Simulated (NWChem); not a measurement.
# TeF4; SMILES F[Te](F)(F)F

```xyz
5

Te     0.0000     0.0000     0.2980
F      1.4518     0.0097    -0.9126
F      0.0128    -1.9229     0.0372
F     -1.4518    -0.0097    -0.9126
F     -0.0128     1.9229     0.0372
```
Atoms are numbered in this order, from 1.

Level: PBE0/def2-SVP with def2 effective core potentials on Te (NWChem), optimised geometry, unscaled harmonic frequencies. def2 effective core potentials on Te; no spin-orbit coupling.

Question: List the harmonic frequencies with IR intensities, and the thermochemistry.

Answer: 
```json
[
 {"frequency (cm⁻¹)": "117", "IR intensity (km/mol)": "0.7"},
 {"frequency (cm⁻¹)": "173", "IR intensity (km/mol)": "13.9"},
 {"frequency (cm⁻¹)": "264", "IR intensity (km/mol)": "34.1"},
 {"frequency (cm⁻¹)": "276", "IR intensity (km/mol)": "0.0"},
 {"frequency (cm⁻¹)": "296", "IR intensity (km/mol)": "15.2"},
 {"frequency (cm⁻¹)": "604", "IR intensity (km/mol)": "0.0"},
 {"frequency (cm⁻¹)": "651", "IR intensity (km/mol)": "201.8"},
 {"frequency (cm⁻¹)": "688", "IR intensity (km/mol)": "73.1"},
 {"frequency (cm⁻¹)": "691", "IR intensity (km/mol)": "45.8"}
]
```

```
Quantity                                                                            Value
-----------------------------------------------------------------------  ----------------
zero-point energy                                                            5.4 kcal/mol
thermal correction to the enthalpy at 298.15 K (with zero-point energy)      9.7 kcal/mol
heat capacity Cv                                                         18.5 cal/(mol K)
entropy at 298.15 K and 1 atm (symmetry number 2)                        79.0 cal/(mol K)
```

Rigid rotor and harmonic oscillator.
